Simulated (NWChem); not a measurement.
Species: C$_{3}$H$_{2}$N$_{2}$O; SMILES O=C1N=CC=N1

Program: NWChem. Medium grid unless said otherwise, to which SCAN and Minnesota functionals are sensitive. Structure relaxed at the PBE0/def2-SVP level. B3LYP is NWChem's, with the RPA form of VWN correlation.

Q: Order these by “dipole (D)”, lowest first: PBE/def2-TZVP; B3LYP/def2-TZVP; Hartree-Fock/def2-TZVP.

A: PBE/def2-TZVP (4.58), B3LYP/def2-TZVP (4.92), Hartree-Fock/def2-TZVP (5.87)
